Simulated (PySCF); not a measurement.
# Telling isomers of C$_{4}$H$_{8}$O$_{3}$Si apart by NMR

[PySCF: structure optimised with GFN2-xTB; PBE0/pcSseg-1 with gauge-including orbitals; averaged over atoms made equivalent by symmetry, fast rotation or ring inversion; gas phase; single conformer; relativity neglected]

References, each an isolated molecule treated in the same way: 1H (σ = 31.72 ppm) and 13C (σ = 186.93 ppm) against TMS. Where no couplings were computed, multiplicities follow the n + 1 count of equivalent neighbours, and m marks all less simple cases (inequivalent or close neighbours, rings, F or P nearby). Acid and N–H amide carbonyl carbons lie up to 10 ppm further downfield in solution (hydrogen bonding). Shifts are as computed. Against solution values, carbons near 30 ppm lie about +3 ppm off and those near 130 ppm about +5 ppm. Of 1309 compounds with measured shifts, 239 miss one by over three times the rms of a fit or turn the order of signals round; such compounds aren't used in these exercises. OH and NH positions are gas-phase values without hydrogen bonding to other molecules.

(1) Tabulate the signals of `COC(=O)[C@H]1OC[SiH2]1`, `C=C[SiH2]OCC(=O)O` and their relative energies.

(2) What is the quickest way to tell COC(=O)[C@H]1OC[SiH2]1 from C=C[SiH2]OCC(=O)O?

Results:

(1) 
| SMILES | carbon types | δC | δH | E rel. (kcal/mol) |
| --- | --- | --- | --- | --- |
| COC(=O)[C@H]1OC[SiH2]1 | 1×C 1×CH 1×CH2 1×CH3 | 180.6, 79.1, 65.3, 52.8 | 5.44 (m, 1H), 5.01 (m, 1H), 5.01 (m, 1H), 4.93 (m, 1H), 4.62 (m, 1H), 4.07 (s, 3H) | 34.9 |
| C=C[SiH2]OCC(=O)O | 1×C 1×CH 2×CH2 | 181.3, 146.2, 135.7, 62.9 | 6.36 (br s, 1H), 6.30 (m, 1H), 6.26 (m, 1H), 5.76 (m, 1H), 5.31 (d, 2H), 4.76 (s, 2H) | 0.0 |

Energies are electronic energies at PBE0/pcSseg-1 on these geometries, without zero-point or thermal terms, each for the one conformer computed, which needn't be the lowest.

(2) Both give the same number of carbon signals, but DEPT or the intensities differ. The first has an sp3 CH bonded to O and Si, α to a carbonyl at 79.1 ppm, the second an alkene CH at 146.2 ppm. Their most deshielded carbons lie at 180.6 and 181.3 ppm. In the proton spectra the most deshielded non-exchanging signals are 5.44 (m, 1H) and 6.30 (m, 1H).
